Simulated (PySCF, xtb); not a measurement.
C2H5AlBrN, SMILES [NH2][Al]([Br])[CH]=C. One conformer was computed; it need not be the lowest.

Harmonic wavenumbers (cm⁻¹) from xtb with GFN2-xTB at its own minimum, in rising order: 72, 73, 122, 196, 214, 222, 393, 406, 448, 493, 618, 824, 923, 970, 1032, 1232, 1406, 1477, 1621, 2919, 3038, 3062, 3394, 3438.

Task: What does ωB97X-D3(BJ)/def2-SVP run with PySCF give at its own minimum? (Estimate from the structure and the level; the computed values follow.)

Result: 20, 101, 159, 204, 249, 343, 419, 442, 464, 628, 690, 867, 1005, 1016, 1070, 1278, 1434, 1536, 1688, 3130, 3165, 3218, 3626, 3714. Paired by order, the mean absolute difference is 82 cm⁻¹ and the zero-point energies are 40.9 and 43.6 kcal/mol.
